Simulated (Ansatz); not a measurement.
SnF₃⁻. Total charge -1; singlet. Geometry PBE-D4/def2-TZVPD.

```xyz
4

Sn    0.256   -0.686    0.277
F     0.917    1.070    1.064
F     0.549   -0.173   -1.670
F    -1.722   -0.211    0.329
```

In the def2 sets Sn takes a core potential; there is no spin–orbit coupling. HSE06 is defined as in plane-wave codes, on full-range PBE exchange. The structure comes from a short search, and lower isomers may exist.

**Question.** Estimate the orbital energies around the gap (eV) in Ansatz with PBE-D4/def2-SVPD, PBE0-D4/def2-SVPD, PBE0-D4/def2-TZVPD, HSE06-D4/def2-TZVPD, ωB97X-V/def2-TZVPD.

**Answer.** 
```
orbital  PBE-D4/def2-SVPD  PBE0-D4/def2-SVPD  PBE0-D4/def2-TZVPD  HSE06-D4/def2-TZVPD  ωB97X-V/def2-TZVPD
 HOMO−5             -3.36              -5.36               -5.30                -4.88               -7.94
 HOMO−4             -3.36              -5.36               -5.30                -4.88               -7.94
 HOMO−3             -3.09              -5.07               -5.01                -4.59               -7.60
 HOMO−2             -3.09              -5.07               -5.01                -4.59               -7.60
 HOMO−1             -3.00              -4.99               -4.94                -4.52               -7.53
   HOMO             -1.40              -2.52               -2.48                -2.08               -4.66
   LUMO              3.59               4.25                3.95                 3.62                5.43
 LUMO+1              3.59               4.25                3.95                 3.62                5.43
 LUMO+2              4.05               4.60                4.27                 3.97                5.44
 LUMO+3              4.32               4.99                4.46                 4.16                5.84
 LUMO+4              6.14               6.72                5.76                 5.48                6.92
 LUMO+5              6.14               6.72                5.76                 5.48                6.92
```
